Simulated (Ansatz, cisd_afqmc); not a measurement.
Species: GaCl, charge 1, doublet. GaCl+ (parent SMILES [Cl][Ga], doublet).
B3LYP-D3(BJ)/def2-TZVP minimum from Ansatz (an electronic-structure program):
```
Ga
Cl 1 2.1224
```
Charge +1, spin multiplicity 2.

Total energies in def2-SVP, 9 correlated electrons, 19 frozen orbitals. Radicals and triplets start from unrestricted determinants; spin-orbit coupling is neglected. Correlated methods leave the cores frozen (noble-gas shells, and filled d and f shells in the p block). No relativity. The Monte Carlo rows (phaseless AFQMC, CISD trial, step 0.005/hartree) carry one-sigma bars that omit the constraint's bias. Outlying blocks are dropped, and bars are widened where a walk drifts. Over all cases where full CI ran beside it in this data, AFQMC minus full CI had a median of +0.1 mEh and passed +0.4 mEh in a tenth of the cases. The spin of ClGa+ (parent SMILES [Cl][Ga], doublet) was assumed, and the state is the lowest solution found for it.

| method | program | energy (Eh) | minus CCSDTQ (mEh) |
|---|---|---|---|
| HF | Ansatz | -2382.10539 | 180.46 |
| MP2 | Ansatz | -2382.26256 | 23.29 |
| CCSD | Ansatz | -2382.27959 | 6.26 |
| CCSD(T) | Ansatz | -2382.28474 | 1.11 |
| CCSDT(Q) | Ansatz | -2382.28592 | -0.07 |
| CCSDTQ | Ansatz | -2382.28585 | 0.00 |
| AFQMC/CISD | cisd_afqmc | -2382.2856 ± 0.0002 | 0.3 ± 0.2 |

Rough core times of Ansatz's runs on a shared machine: CCSD(T) under 20 s, CCSDT(Q) under 20 s, CCSDTQ 5 min.
